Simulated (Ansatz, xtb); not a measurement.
## Ranking isomers of C3H9GeNO

8 gas-phase structures of C3H9GeNO, from a drawn sample of its isomers (lower ones may exist). Each was relaxed with GFN2-xTB; where two conformers were screened, the lower at r2SCAN-D4/def2-SVP is listed:

A. `N[C@@H]1CO[C@H]1[GeH3]`, a singlet
B. `N[C@@H]1C[C@H]([GeH3])O1`, a singlet
C. `N[C]1([GeH3])COC1`, a singlet
D. `N[C@@H]1C[C@@H]([GeH3])O1`, a singlet
E. `N[C@@]1([GeH3])CCO1`, a singlet
F. `N[C@@H]1OC[C@@H]1[GeH3]`, a singlet
G. `N[C@@H]1OC[C@H]1[GeH3]`, a singlet
H. `N[C@@H]1CO[C@@H]1[GeH3]`, a singlet

Q: Make a reasoned guess at their ranking by r2SCAN-D4/def2-SVP single-point energy.

A: Calculated order at r2SCAN-D4/def2-SVP: G (0.0), D (1.0), F (1.8), B (5.7), E (7.0), H (10.0), A (11.0), C (12.2) kcal/mol. Less than 1 kcal/mol parts G and D; D and F, so the order within those pairs means little.

Energies above the lowest of each column, in kcal/mol; the last columns are at B3LYP/def2-SVP geometries and were run for some of them only (a dash: not run or not comparable):

```
structure  GFN2-xTB  HF/STO-3G  r2SCAN-D4/def2-SVP  B3LYP/def2-SVP  CCSD(T)/def2-SVP + ΔMP2/def2-TZVPP
        G       2.4        0.0                 0.0             0.1                                 0.0
        D       1.1        2.0                 1.0             0.8                                 2.0
        F       0.0        1.3                 1.8             0.0                                 0.1
        B       4.4        5.9                 5.7             4.4                                 5.2
        E       3.3        7.1                 7.0             6.2                                 6.6
        H       6.5        8.8                10.0             9.7                                10.7
        A       7.0        7.6                11.0               –                                   –
        C       8.3        9.3                12.2               –                                   –
```

CCSD(T)/def2-SVP + ΔMP2/def2-TZVPP has F and G within 1 kcal/mol of each other at the bottom, and every level picks one of them. CCSD(T)/def2-SVP + ΔMP2/def2-TZVPP orders those it was run on as G (0.0), F (0.1), D (2.0), B (5.2), E (6.6), H (10.7) kcal/mol. Less than 1 kcal/mol parts G and F, so the order within that pair means little. Flexible structures stand in one conformer each, not always the lowest. Frequencies (GFN2-xTB) were run for D, E, F, G, H alone. ΔMP2 is the change of the MP2 energy from the smaller to the larger basis.

Over these structures GFN2-xTB departs from r2SCAN-D4/def2-SVP by 1.8 kcal/mol on average once a common shift is removed. A GFN2-xTB relaxation took about 0.086 s and the r2SCAN-D4/def2-SVP energy about 4.2 s on a shared host (Ansatz 0.2.0, xtb 6.7.1).
